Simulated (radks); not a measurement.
The numbers below are computed, except where a source is named.
Species: Mo II. Configuration: [Kr] 4d2 5s2 5p1 (not the ground configuration). Level of theory: Dirac Kohn-Sham, PBE, spin-unpolarised, spherical densities, point nucleus; open shells are shared between the two j in proportion to 2j + 1 (a radial shooting solver on a logarithmic mesh with Libxc functionals).

Unscreened Slater integrals over Kohn-Sham orbitals (eV). Large and small components are both included.

| integral | value |
|---|---|
| F0(5p3/2,5p3/2) | 6.9534 |
| F2(5p3/2,5p3/2) | 3.7599 |
| F0(5p3/2,5p1/2) | 7.0263 |
| G2(5p3/2,5p1/2) | 3.7932 |
| F0(5p3/2,5s1/2) | 7.5801 |
| G1(5p3/2,5s1/2) | 4.8771 |
| F0(5p3/2,4d5/2) | 8.5724 |
| F2(5p3/2,4d5/2) | 2.6746 |
| G1(5p3/2,4d5/2) | 1.1806 |
| G3(5p3/2,4d5/2) | 0.98306 |
| F0(5p1/2,5p1/2) | 7.1025 |
| F0(5p1/2,5s1/2) | 7.6826 |
| G1(5p1/2,5s1/2) | 5.0486 |
| F0(5p1/2,4d5/2) | 8.7325 |
| G3(5p1/2,4d5/2) | 1.0569 |
| F0(5s1/2,5s1/2) | 8.4874 |
| F0(5s1/2,4d5/2) | 10.122 |
| G2(5s1/2,4d5/2) | 1.9933 |
| F0(4d5/2,4d5/2) | 15.156 |
| F2(4d5/2,4d5/2) | 7.6080 |
| F4(4d5/2,4d5/2) | 4.9762 |
